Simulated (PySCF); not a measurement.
## C₆ coefficients of unlike pairs at PW91

Calculated with PySCF 2.14 from the dipole response of each species, C₆(A,B) = (3/π) ∫ α_A(iu) α_B(iu) du, in atomic units, from isotropic polarisabilities. For ions this is the dispersion term alone; charge-induced terms of lower order in 1/R come first.

```csv
species,configuration,basis,relativity,α (bohr³),C₆ (like pair)
Nb²⁺,[Kr] 4d3 (4F),aug-cc-pwCVTZ-PP with ECP28MDF (8s8p7d4f3g),core potential,11.84,61.56
Cu³⁺,[Ar] 3d8 (3F),"aug-cc-pwCVTZ-DK with one added diffuse shell each of s, p, d, f, g type (11s10p8d5f4g)",spin-free X2C,1.682,3.922
N³⁺,[He] 2s2 (1S),aug-cc-pVTZ (5s4p3d2f),none,2.105,2.078
Ga⁺,[Ar] 3d10 4s2 (1S),aug-cc-pwCVDZ-PP with ECP10MDF (6s5p4d1f),core potential,17.37,84.10
```

Problem. Estimate C₆ for Ga⁺ with N³⁺.

Solution. The integral gives 12.88. The combination rule 2 C_A C_B / (C_A α_B/α_A + C_B α_A/α_B) gives 12.78 and the geometric mean 13.22.

No spin-orbit coupling is included.

The other pairs:

```csv
pair,C₆
"N³⁺, Cu³⁺",2.500
"Cu³⁺, Nb²⁺",13.98
"Ga⁺, Nb²⁺",69.54
"N³⁺, Nb²⁺",11.27
"Ga⁺, Cu³⁺",14.27
```
